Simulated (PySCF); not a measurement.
Si(vinyl)3(NiPr2), C12H23NSi.
Bonds: Si1–C2, Si1–C7, Si1–C12, Si1–N17, C2–C3, C7–C8, C12–C13, N17–C18, N17–C21, C18–C19, C18–C20, C21–C22, C21–C23. Hydrogens: H4 on C2; H5, H6 on C3; H9 on C7; H10, H11 on C8; H14 on C12; H15, H16 on C13; H24 on C18; H25, H26, H27 on C19; H28, H29, H30 on C20; H31 on C21; H32, H33, H34 on C22; H35, H36, H37 on C23.

The calculation used TDDFT B3LYP/def2-SVPD, vertical, gas phase, core orbitals frozen in the response (PySCF 2.14.0, density-fitted response routines). The structure is a single PBE0-D3(BJ)/def2-SVP conformer in the gas phase; no vibrational or solvent corrections.

Problem. List the vertical singlet excitations with oscillator strengths and describe the spectrum.

Solution. 

```csv
state,λ (nm),E (eV),f,"main configurations (H = HOMO, L = LUMO)"
S1,283.9,4.37,0.0027,H→L (99%)
S2,273.6,4.53,0.0027,H→L+1 (97%)
S3,267.0,4.64,0.024,H→L+2 (97%)
S4,230.4,5.38,0.013,H→L+3 (98%)
S5,209.3,5.92,0.0008,"H→L+4 (78%), H→L+5 (19%)"
S6,208.8,5.94,0.0004,"H→L+5 (76%), H→L+4 (17%)"
S7,206.2,6.01,0.016,"H→L+6 (87%), H-1→L (8%)"
S8,205.4,6.04,0.0021,"H-1→L (51%), H-2→L (16%), H→L+6 (10%)"
S9,203.0,6.11,0.0067,"H-2→L (55%), H-1→L (18%), H-3→L+1 (10%)"
S10,200.9,6.17,0.0020,"H-2→L+1 (43%), H-1→L+2 (24%), H-1→L+1 (10%)"
```

Triplets, Tamm–Dancoff:

| state | E (eV) | λ (nm) | main configurations (H = HOMO, L = LUMO) |
| --- | --- | --- | --- |
| T1 | 4.14 | 299.3 | H→L (42%), H-1→L+2 (17%), H→L+2 (13%) |
| T2 | 4.25 | 291.5 | H-3→L (22%), H→L (14%), H-2→L+1 (11%) |
| T3 | 4.29 | 289.2 | H-3→L+1 (26%), H-2→L (25%), H-2→L+2 (10%) |
| T4 | 4.38 | 283.1 | H→L (40%), H-3→L (17%), H-2→L+1 (16%) |

The lowest singlet lies at 4.37 eV (284 nm, ultraviolet) and is very weak; its leading configuration is HOMO→LUMO (99%). The most intense listed level is S3 at 4.64 eV (267 nm, f = 0.024), 0.28 eV above S1. Löwdin shares by element: HOMO nitrogen 54%, carbon 11% or more, silicon 6% (atoms not listed hold the other 30%); LUMO carbon 57% or more (atoms not listed hold the other 43%). Orbital energies (eV): HOMO-3 -7.59, HOMO-2 -7.49, HOMO-1 -7.46, HOMO -5.79, LUMO -0.58, LUMO+1 -0.41, LUMO+2 -0.36. The listed states span 1.80 eV, and the widest gap between neighbours is 0.74 eV (S3 to S4). The oscillator strengths of these states sum to 0.071; summed over the whole spectrum of an exact calculation they would give the number of electrons, 116 (Thomas–Reiche–Kuhn). The window holds the lowest 10 singlets.

The run took 2.7 min wall, 6.2 min CPU (with the writing of density and orbital grids) on an AMD EPYC 9R45 with 2 threads, no GPU (shared host), and the process peaked at 3.1 GiB of memory.
